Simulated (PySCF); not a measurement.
CdSe, singlet, geometry from GFN2-xTB (such geometries of metal compounds can be far from the true shape) (core potentials on Cd); PBE/def2-SV(P) (PySCF).

PySCF was given this input:
```python
from pyscf import gto, scf, dft

mol = gto.M(
    atom='''
Cd   -0.000000   -0.000000   -0.959416
Se    0.000000    0.000000    1.354470
''',
    basis='def2-sv(p)',
    ecp={'Cd': 'def2-sv(p)'},
    charge=0,
    spin=0,
    verbose=4,
)

mf = dft.RKS(mol)
mf.xc = 'pbe'
mf.grids.radi_method = dft.radi.gauss_chebyshev
mf.kernel()
mf.analyze()
```

The log (banner, timings and long lists left out):

```
PySCF version 2.14.0

[INPUT] verbose = 4
[INPUT] num. atoms = 2
[INPUT] num. electrons = 54
[INPUT] charge = 0
[INPUT] spin (= nelec alpha-beta = 2S) = 0
[INPUT] symmetry False subgroup None
[INPUT] Mole.unit = angstrom
[INPUT] Symbol           X                Y                Z      unit          X                Y                Z       unit  Magmom
[...]
nuclear repulsion = 155.513496959487
number of shells = 22
number of NR pGTOs = 124
number of NR cGTOs = 56
basis = def2-sv(p)
ecp = {'Cd': 'def2-sv(p)'}

******** <class 'pyscf.dft.rks.RKS'> ********
method = RKS
initial guess = minao
damping factor = 0
level_shift factor = 0
DIIS = <class 'pyscf.scf.diis.CDIIS'>
diis_start_cycle = 1
diis_space = 8
diis_damp = 0
SCF conv_tol = 1e-09
SCF conv_tol_grad = None
SCF max_cycles = 50
direct_scf = True
direct_scf_tol = 1e-13
XC library pyscf.dft.libxc version 7.1.2
    S. Lehtola, C. Steigemann, M. J. T. Oliveira, and M. A. L. Marques,  SoftwareX 7, 1–5 (2018)
XC functionals = pbe
    J. P. Perdew, K. Burke, and M. Ernzerhof,  Phys. Rev. Lett. 77, 3865 (1996)
    J. P. Perdew, K. Burke, and M. Ernzerhof,  Phys. Rev. Lett. 78, 1396 (1997)
    J. P. Perdew, K. Burke, and M. Ernzerhof,  Phys. Rev. Lett. 77, 3865 (1996)
    J. P. Perdew, K. Burke, and M. Ernzerhof,  Phys. Rev. Lett. 78, 1396 (1997)
radial grids: Gauss-Chebyshev [JCP 108, 3226 (1998); DOI:10.1063/1.475719) radial grids
becke partition: Becke, JCP 88, 2547 (1988); DOI:10.1063/1.454033
pruning grids: <function nwchem_prune>
grids dens level: 3
symmetrized grids: False
atomic radii adjust function: <function treutler_atomic_radii_adjust>
small_rho_cutoff = 0
Set gradient conv threshold to 3.16228e-05
Initial guess from minao.
tot grids = 40936
init E= -2553.9674920743

WARN: HOMO -0.632237308666163 == LUMO -0.632237308666124

cycle= 1 E= -2566.62485576208  delta_E= -12.7  |g|= 2.37  |ddm|= 5.29

WARN: HOMO 0.119169512927889 == LUMO 0.119295622299209

cycle= 2 E= -2530.57066921606  delta_E= 36.1  |g|=  7.8  |ddm|= 16.5
[...]
cycle= 3 E= -2568.37582026979  delta_E= -37.8  |g|= 0.686  |ddm|= 15.5
[...]
cycle= 4 E= -2567.64798890328  delta_E= 0.728  |g|= 1.24  |ddm|= 3.28
[...]
cycle= 5 E= -2568.59743014992  delta_E= -0.949  |g|= 0.173  |ddm|= 2.77
[...]
cycle= 6 E= -2568.60778356951  delta_E= -0.0104  |g|= 0.0964  |ddm|= 0.447
[...]
cycle= 7 E= -2568.61148780041  delta_E= -0.0037  |g|= 0.0231  |ddm|= 0.175
[...]
cycle= 8 E= -2568.61167947453  delta_E= -0.000192  |g|= 0.00566  |ddm|= 0.0333
[...]
cycle= 9 E= -2568.61167342762  delta_E= 6.05e-06  |g|= 0.00634  |ddm|= 0.0216
[...]
cycle= 10 E= -2568.61169317458  delta_E= -1.97e-05  |g|= 0.000567  |ddm|= 0.0109
[...]
cycle= 11 E= -2568.61169333961  delta_E= -1.65e-07  |g|= 2.24e-05  |ddm|= 0.00101
[...]
cycle= 12 E= -2568.61169333984  delta_E= -2.25e-10  |g|= 6.86e-06  |ddm|= 6.64e-05
[...]
Extra cycle  E= -2568.61169333972  delta_E= 1.21e-10  |g|= 1.6e-05  |ddm|= 4.55e-05
converged SCF energy = -2568.61169333972
**** SCF Summaries ****
Total Energy =                       -2568.611693339717931
Nuclear Repulsion Energy =             155.513496959487213
One-electron Energy =                -3950.720796581817012
Two-electron Energy =                 1226.595606282611925
Two-electron Coulomb Energy =         1328.795961715366047
DFT Exchange-Correlation Energy =     -102.200355432754179
HOMO-LUMO gap [eV] =                     0.325643376194270
**** MO energy ****
[...]
Dipole moment(X, Y, Z, Debye): -0.00000, -0.00000, -4.63929
```
